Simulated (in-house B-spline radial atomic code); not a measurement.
**RPA and G0W0 on BLYP: Te5+**

Configuration [Kr] 4d10 5s1, highest spin, mean-field start BLYP. Computed with a B-spline radial code for spherical atoms: all electrons, non-relativistic, point nucleus, each spin shell either full or empty, empty states to l = 9 with an (l + 1/2)⁻⁴ tail; G0W0 by contour deformation at full frequency.

Without relativity these are model numbers: it shifts the levels of so heavy an element strongly and can reorder them.

Command:
```bash
python run_gw.py task.json out
```
Settings (radii: box in bohr, nucleus in fm):
```
Z                        52
electrons                47
configuration            [Kr] 4d10 5s1
hamiltonian              nr
method                   b88,lyp
lmax                     9
spin_polarised           True
box_radius               10.43
intervals                52
ion_configuration        [Kr] 4d10
```

Time taken, with all properties: 7.5 s on 1 thread of Arm Neoverse N1 (shared host).

Energies (hartree):

```tsv
term	value
mean-field total	-6608.96200
Hartree-Fock functional on these orbitals	-6606.49884
direct second order	-4.177
second-order exchange	1.1518
SOSEX correction	1.0751
```

Q: What is the RPA correlation energy, and what remains with SOSEX?

A: RPA gives -3.6934 hartree (-2.14 eV per electron); RPA + SOSEX gives -2.6184, and the second-order doubles -3.0252 hartree (no singles). SOSEX takes back 29 % of the RPA value.

Quasi-particle levels (eV):

```json
{"level": "5s up", "occupied": "yes", "mean field": "-63.54", "Σx - vxc": "-3.37", "Σc": "?", "QP weight": "?", "G0W0": "?"}
{"level": "4d down", "occupied": "yes", "mean field": "-99.84", "Σx - vxc": "-11.77", "Σc": "0.70", "QP weight": "0.943", "G0W0": "-110.91"}
{"level": "4d up", "occupied": "yes", "mean field": "-100.11", "Σx - vxc": "-11.81", "Σc": "0.72", "QP weight": "0.939", "G0W0": "-111.21"}
{"level": "5s down", "occupied": "no", "mean field": "-62.49", "Σx - vxc": "8.65", "Σc": "-3.04", "QP weight": "0.943", "G0W0": "-56.89"}
```

G0W0 = mean field + (Σx - vxc) + Σc, with Σc (partial-wave tail included) taken at the quasi-particle energy. Only the outer levels were computed. Levels of low weight are left out.

Q: Where does G0W0 put 5s up?

A: At -69.11 eV, with Σc = -2.21 eV and a quasi-particle weight of 0.967. The tabulated removal energy is 69.1 ± 2 eV (NIST, tabulated theory); the calculation leaves out relativity, Breit and QED terms, and what these don't explain is the method's own error.

Q: What does it cost to remove one electron (to [Kr] 4d10) by differences of total energies, each species on its own start (correlation terms add to the Hartree-Fock functional)?

A: BLYP 69.26 eV, Hartree-Fock functional 66.64 eV, + RPA 68.87 eV, + RPA + SOSEX 68.09 eV, + second order 69.09 eV. Tabulated: 69.1 ± 2 eV (NIST, tabulated theory); the calculation leaves out relativity, Breit and QED terms, and what these don't explain is the method's own error.
